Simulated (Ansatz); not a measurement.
Consider the formal exchange of groups at a B–O bond: `BOB(N)Cl` + `N=CBr` → `NB(Cl)Br` + `BOC=N`.

Gas-phase electronic energies from Ansatz, PBE0-D4/def2-TZVP geometries. CCSD(T)/CBS is the MP2 limit (def2-TZVPP, def2-QZVPP) plus CCSD(T) − MP2 in def2-TZVPP, frozen cores. DFT in def2-TZVPP. B3LYP here is the variant with VWN-RPA as its local correlation; programs differ in this. HSE06 is defined as in plane-wave codes. For Br outer-core shells are correlated without core-valence functions, which leaves a few kJ/mol of doubt a bond. Scalar relativity is left out up to krypton. One conformer a species, not always the lowest.

`BOB(N)Cl`:

```xyz
9

B    -0.631    0.130   -1.784
O    -0.622    0.142   -0.430
B     0.400   -0.073    0.468
N     0.113   -0.033    1.826
Cl    2.063   -0.393   -0.059
H     0.367   -0.102   -2.402
H    -1.678    0.362   -2.316
H    -0.818    0.146    2.161
H     0.807   -0.179    2.536
```

`N=CBr`:

```xyz
5

N     0.964   -0.230    0.170
C    -0.219    0.098   -0.039
Br   -0.720    1.924   -0.145
H     1.062   -1.244    0.197
H    -1.086   -0.547   -0.183
```

`NB(Cl)Br`:

```xyz
6

N     0.816   -0.084    0.018
B    -0.553    0.097   -0.030
Cl   -1.237    1.589   -0.658
Br   -1.726   -1.297    0.597
H     1.238   -0.925    0.372
H     1.461    0.620   -0.299
```

`BOC=N`:

Cartesian coordinates in Å:
```
B -0.495 1.366 0.347
O -0.274 0.516 -0.693
C 0.141 -0.764 -0.530
N 0.992 -1.078 0.333
H -0.512 0.954 1.466
H -0.710 2.501 0.046
H -0.332 -1.421 -1.263
H 1.190 -2.074 0.293
```

| level | ΔE (kJ/mol) | difference from CCSD(T)/CBS |
| --- | --- | --- |
| LDA (SPW92) | 13.2 | -3.6 |
| PBE-D4 | 16.2 | -0.6 |
| revPBE-D4 | 16.4 | -0.4 |
| BLYP-D4 | 24.7 | 7.9 |
| r2SCAN-D4 | 18.0 | 1.2 |
| B97M-V | 20.6 | 3.8 |
| PBE0-D4 | 14.1 | -2.7 |
| r2SCANh-D4 | 17.2 | 0.4 |
| r2SCAN0-D4 | 16.1 | -0.7 |
| HSE06-D4 | 14.3 | -2.5 |
| BHLYP-D4 | 19.8 | 3.0 |
| CAM-B3LYP-D4 | 19.4 | 2.6 |
| ωB97X-V | 13.6 | -3.2 |
| ωB97M-V | 16.4 | -0.4 |
| PBE | 16.4 | -0.4 |
| revPBE | 16.9 | 0.1 |
| BLYP | 25.4 | 8.6 |
| r2SCAN | 17.9 | 1.1 |
| B3LYP | 22.7 | 5.9 |
| r2SCANh | 17.1 | 0.3 |
| r2SCAN0 | 16.0 | -0.8 |
| HSE06 | 14.4 | -2.4 |
| BHLYP | 20.7 | 3.9 |
| CAM-B3LYP | 19.6 | 2.8 |
| LC-ωPBE | 10.4 | -6.4 |
| RPA@PBE/def2-TZVPP | 16.0 | -0.8 |
| HF/def2-SVP | 10.6 | -6.2 |
| MP2/def2-SVP | 7.7 | -9.1 |
| CCSD(T)/def2-SVP | 8.4 | -8.4 |
| HF/def2-TZVPP | 18.5 | 1.7 |
| MP2/def2-TZVPP | 15.2 | -1.6 |
| SCS-MP2/def2-TZVPP | 17.7 | 0.9 |
| CCSD/def2-TZVPP | 17.8 | 1.0 |
| CCSD(T)/def2-TZVPP | 17.1 | 0.3 |
| HF/def2-QZVPP | 19.6 | 2.8 |
| MP2/def2-QZVPP | 15.5 | -1.3 |
| SCS-MP2/def2-QZVPP | 18.2 | 1.4 |
| HF/CBS(def2) | 19.8 | 3.0 |
| MP2/CBS(def2) | 15.0 | -1.8 |
| CCSD/CBS(def2) | 17.5 | 0.7 |
| CCSD(T)/CBS | 16.8 | 0 |

Largest T1 diagnostic among the species: 0.015.

At CCSD(T), def2-SVP lies −8.4 kJ/mol from the extrapolated value and def2-TZVPP +0.3 kJ/mol. From BLYP to BHLYP (50 % exact exchange), in def2-TZVPP and without D4, ΔE moves by −4.7 kJ/mol.
